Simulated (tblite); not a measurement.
C₇H₇BO.
Numbering: `[CH:1]#[C:2]/[CH:3]=[CH:4]\[O:5][BH:6][C:7]#[C:8][CH3:9]` (hydrogens: H10 on C1; H11 on C3; H12 on C4; H13 on B6; H14, H15, H16 on C9)

Computed with GFN2-xTB (tblite), gas phase: L-BFGS steps from a force-field or distance-geometry start until the largest atomic force falls under 0.01 eV/Å.

Step 52: E = -645.9162 eV
```
atom  x, y, z in Å  |  force x, y, z in eV/Å
C1      4.1053    1.1676    0.1721    0.031  -0.017  -0.024
C2      3.3333    0.2719   -0.0424    0.035  -0.024  -0.072
C3      2.4717   -0.8253   -0.2416    0.037   0.009   0.138
C4      1.2677   -0.7733   -0.8181    0.055  -0.004   0.052
O5      0.7780    0.3341   -1.4099    0.082  -0.022  -0.007
B6     -0.4290    0.8874   -1.3065   -0.044   0.019  -0.088
C7     -1.5318    0.4828   -0.3487    0.011   0.032  -0.009
C8     -2.4572    0.3399    0.4124   -0.033   0.062   0.018
C9     -3.5844    0.2736    1.3123    0.002  -0.007   0.046
H10     4.7940    1.9415    0.3468   -0.091  -0.012  -0.016
H11     2.8236   -1.7677    0.1529   -0.009  -0.034   0.025
H12     0.6490   -1.6652   -0.8624   -0.045   0.029  -0.051
H13    -0.6084    1.7993   -2.0265   -0.003   0.043  -0.011
H14    -3.3535    0.8487    2.2085   -0.021   0.054   0.020
H15    -3.8080   -0.7465    1.6156    0.016  -0.101  -0.068
H16    -4.4576    0.7078    0.8242   -0.023  -0.026   0.048
```

Step 53: E = -645.9190 eV
```
atom  x, y, z in Å  |  force x, y, z in eV/Å
C1      4.0964    1.1688    0.1648    0.050  -0.001  -0.017
C2      3.3242    0.2711   -0.0395    0.030  -0.019  -0.074
C3      2.4638   -0.8280   -0.2320    0.055   0.007   0.116
C4      1.2640   -0.7793   -0.8163    0.057  -0.006   0.059
O5      0.7806    0.3284   -1.4114    0.102   0.009  -0.014
B6     -0.4184    0.8944   -1.3029   -0.143   0.041  -0.094
C7     -1.5291    0.4944   -0.3496    0.028   0.026  -0.008
C8     -2.4580    0.3453    0.4062   -0.049   0.065   0.056
C9     -3.5832    0.2704    1.3113    0.033  -0.009   0.003
H10     4.7876    1.9425    0.3314   -0.097  -0.013  -0.015
H11     2.8216   -1.7659    0.1657   -0.026  -0.066   0.037
H12     0.6413   -1.6672   -0.8649   -0.036  -0.002  -0.038
H13    -0.5928    1.8101   -2.0204    0.010   0.034  -0.005
H14    -3.3475    0.8440    2.2089   -0.050   0.028  -0.019
H15    -3.7966   -0.7548    1.6109    0.010  -0.039  -0.079
H16    -4.4615    0.7023    0.8264    0.026  -0.055   0.091
```

Step 54: E = -645.9222 eV
```
atom  x, y, z in Å  |  force x, y, z in eV/Å
C1      4.0868    1.1697    0.1558    0.050  -0.003  -0.014
C2      3.3148    0.2696   -0.0369    0.031  -0.013  -0.058
C3      2.4555   -0.8315   -0.2184    0.046  -0.013   0.063
C4      1.2606   -0.7856   -0.8132    0.033   0.004   0.060
O5      0.7849    0.3242   -1.4112    0.082   0.039  -0.019
B6     -0.4083    0.9019   -1.3013   -0.187   0.042  -0.069
C7     -1.5263    0.5087   -0.3507    0.042   0.013  -0.015
C8     -2.4585    0.3526    0.3999   -0.047   0.063   0.081
C9     -3.5807    0.2659    1.3104    0.058  -0.011  -0.040
H10     4.7788    1.9437    0.3129   -0.081   0.008  -0.011
H11     2.8178   -1.7658    0.1813   -0.038  -0.089   0.051
H12     0.6310   -1.6682   -0.8686   -0.004  -0.016  -0.013
H13    -0.5755    1.8225   -2.0142    0.021   0.031  -0.013
H14    -3.3413    0.8391    2.2090   -0.077  -0.009  -0.048
H15    -3.7829   -0.7654    1.6038    0.008   0.037  -0.081
H16    -4.4644    0.6952    0.8297    0.063  -0.082   0.125
```

Step 55: E = -645.9259 eV
```
atom  x, y, z in Å  |  force x, y, z in eV/Å
C1      4.0763    1.1697    0.1442    0.025  -0.027  -0.014
C2      3.3050    0.2661   -0.0342    0.040   0.000  -0.026
C3      2.4457   -0.8365   -0.2006    0.023  -0.041  -0.011
C4      1.2569   -0.7912   -0.8081   -0.015   0.029   0.055
O5      0.7913    0.3231   -1.4080    0.034   0.055  -0.022
B6     -0.3992    0.9104   -1.3016   -0.158   0.035  -0.028
C7     -1.5231    0.5251   -0.3534    0.026  -0.018  -0.003
C8     -2.4566    0.3605    0.3945   -0.006   0.057   0.068
C9     -3.5751    0.2597    1.3090    0.066  -0.009  -0.063
H10     4.7660    1.9464    0.2894   -0.047   0.040  -0.007
H11     2.8104   -1.7684    0.2018   -0.050  -0.096   0.061
H12     0.6177   -1.6673   -0.8733    0.044  -0.012   0.021
H13    -0.5569    1.8378   -2.0069    0.030   0.028  -0.034
H14    -3.3353    0.8328    2.2082   -0.091  -0.044  -0.054
H15    -3.7672   -0.7774    1.5946    0.012   0.100  -0.076
H16    -4.4634    0.6858    0.8329    0.068  -0.095   0.134
```

**Question.** Estimate the geometry and energy of step 56. (The exact step hangs on the optimiser's Hessian estimate; all steps are aligned on step 55, rigid shifts and turns removed.)

**Answer.** E = -645.9299 eV, largest force 0.140 eV/Å
```
atom  x, y, z in Å  |  force x, y, z in eV/Å
C1      4.0661    1.1681    0.1312   -0.004  -0.047  -0.012
C2      3.2965    0.2603   -0.0317    0.043  -0.004   0.014
C3      2.4358   -0.8434   -0.1816    0.001  -0.062  -0.086
C4      1.2531   -0.7942   -0.8016   -0.070   0.058   0.048
O5      0.7995    0.3272   -1.4018   -0.030   0.047  -0.019
B6     -0.3921    0.9196   -1.3033   -0.068   0.006   0.019
C7     -1.5199    0.5394   -0.3579    0.024  -0.045  -0.003
C8     -2.4516    0.3683    0.3907    0.031   0.040   0.040
C9     -3.5665    0.2527    1.3064    0.053  -0.001  -0.054
H10     4.7500    1.9505    0.2637   -0.010   0.070  -0.005
H11     2.7992   -1.7743    0.2255   -0.065  -0.073   0.053
H12     0.6033   -1.6630   -0.8777    0.088   0.004   0.055
H13    -0.5413    1.8532   -1.9998    0.038   0.040  -0.067
H14    -3.3307    0.8254    2.2065   -0.083  -0.060  -0.029
H15    -3.7507   -0.7882    1.5840    0.021   0.112  -0.060
H16    -4.4582    0.6749    0.8360    0.031  -0.084   0.107
```

The energy changes by -0.0040 eV. The first-order estimate −F·Δx gives -0.0054 eV and the mean of the old and new forces, exact on a quadratic surface, -0.0039 eV. The step makes an angle of 78° with the force vector and moves no atom by more than 0.031 Å.

The cost below is that of the whole relaxation. On one thread, Arm Neoverse V1 (aarch64), shared host, this took 1.1 s wall.
